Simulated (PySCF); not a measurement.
Level of theory: PySCF with PBE-D3(BJ)/def2-TZVP // M06-2X/def2-TZVP. Isolated molecules, 0 K electronic values unless said otherwise. One relaxed conformer stands for a flexible species; it need not be the lowest. Excitations are Tamm–Dancoff values on a coarser integration grid. The basis has no diffuse functions, so Rydberg states are missing or too high.

Reference species (SMILES): `BC(=C)CC` (neutral, multiplicity 1).

| Quantity | Value |
|---|---|
| S1 excitation (TDA) | 4.63 eV |
| T1 excitation (TDA) | 3.33 eV |
| S1 oscillator strength | 0.002 |
| HOMO | -6.90 eV |

After one change: the S1 excitation (TDA) falls by 1.12 eV; the T1 excitation (TDA) rises by 0.03 eV; the S1 oscillator strength is nearly the same; the HOMO increases by 1.05 eV.

Task: Name the change that produced these shifts. The new species is one of these.
A) `B/C(C)=C\C`
B) `BCC(=C)C`
C) `B/C=C/CC`
D) `BC=C(C)C`

Result: B, `BCC(=C)C`
